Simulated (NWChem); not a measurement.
System meant: C4H3NS; SMILES C#CC1=NCS1

The following NWChem deck was run.

```
start job
memory heap 200 mb stack 900 mb global 1100 mb
geometry units angstroms noautosym nocenter noautoz
  C      0.161540     2.893224     0.000000
  C     -0.060064     1.688483     0.000000
  C     -0.250537     0.281951     0.000000
  N     -1.361265    -0.408628     0.000000
  C     -0.709477    -1.707326     0.000000
  S      1.025076    -0.978471     0.000000
  H      0.340172     3.960104     0.000000
  H     -0.907969    -2.308706     0.911430
  H     -0.907969    -2.308706    -0.911430
end
basis spherical
  C library def2-svp
  N library def2-svp
  S library def2-svp
  H library def2-svp
end
dft
  xc m06-2x
  iterations 150
end
property
  shielding 8 1 2 3 4 5 6 7 8
end
task dft property
```

End of the output:

```
 Vector   28  Occ=0.000000D+00  E= 4.079542D-02
              MO Center=  5.4D-02,  5.3D-01,  2.8D-11, r^2= 5.7D+00
   Bfn.  Coefficient  Atom+Function         Bfn.  Coefficient  Atom+Function
  ----- ------------  ---------------      ----- ------------  ---------------
    59      0.597074  5 C  s                 63      0.550640  5 C  px
    45      0.534913  4 N  s                  7     -0.475600  1 C  px
    21      0.461966  2 C  px                81      0.451861  6 S  px
    31     -0.341406  3 C  s                 82      0.309950  6 S  py
    60      0.306319  5 C  px                 4     -0.300800  1 C  px

 center of mass
 --------------
 x =   0.03744716 y =   0.00404724 z =   0.00000000

 moments of inertia (a.u.)
 ------------------
         827.648903996362           2.216538264259           0.000000000000
           2.216538264259         250.362073572252           0.000000000000
           0.000000000000           0.000000000000        1066.052127283079

     Multipole analysis of the density
     ---------------------------------

     L   x y z        total         alpha         beta         nuclear
     -   - - -        -----         -----         ----         -------
     0   0 0 0     -0.000000    -25.000000    -25.000000     50.000000

     1   1 0 0      0.336520     -0.063578     -0.063578      0.463676
     1   0 1 0     -0.022393      0.211081      0.211081     -0.444554
     1   0 0 1     -0.000000     -0.000000     -0.000000      0.000000

     2   2 0 0    -34.616710    -80.022132    -80.022132    125.427555
     2   1 1 0      2.533563     -3.063078     -3.063078      8.659719
     2   1 0 1     -0.000000     -0.000000     -0.000000      0.000000
     2   0 2 0    -20.565256   -239.057625   -239.057625    457.549995
     2   0 1 1     -0.000000     -0.000000     -0.000000      0.000000
     2   0 0 2    -31.704952    -18.818976    -18.818976      5.932999

          -----------------------------------------
          Chemical Shielding Tensors (GIAO, in ppm)
          -----------------------------------------

 ------------------------------------------------------------------------
  xm06: d2 not coded                    0
 ------------------------------------------------------------------------
 ------------------------------------------------------------------------
  current input line :
    27: task dft property
 ------------------------------------------------------------------------
 ------------------------------------------------------------------------
 This error has not yet been assigned to a category
 ------------------------------------------------------------------------
 For more information see the NWChem manual at https://nwchemgit.github.io

0: xm06: d2 not coded:Received an Error in Communication
```

**Question.** What is wrong, and how is it mended?

**Answer.** The run crashed. Cause: this functional's second derivatives, which shieldings need, aren't coded here; the fix takes a hybrid GGA instead. This input runs:
```
start job
memory heap 200 mb stack 900 mb global 1100 mb
geometry units angstroms noautosym nocenter noautoz
  C      0.161540     2.893224     0.000000
  C     -0.060064     1.688483     0.000000
  C     -0.250537     0.281951     0.000000
  N     -1.361265    -0.408628     0.000000
  C     -0.709477    -1.707326     0.000000
  S      1.025076    -0.978471     0.000000
  H      0.340172     3.960104     0.000000
  H     -0.907969    -2.308706     0.911430
  H     -0.907969    -2.308706    -0.911430
end
basis spherical
  C library def2-svp
  N library def2-svp
  S library def2-svp
  H library def2-svp
end
dft
  xc pbe0
  iterations 150
end
property
  shielding 8 1 2 3 4 5 6 7 8
end
task dft property
```
It converges to -606.38555 Ha (PBE0/def2-SVP, GIAO).
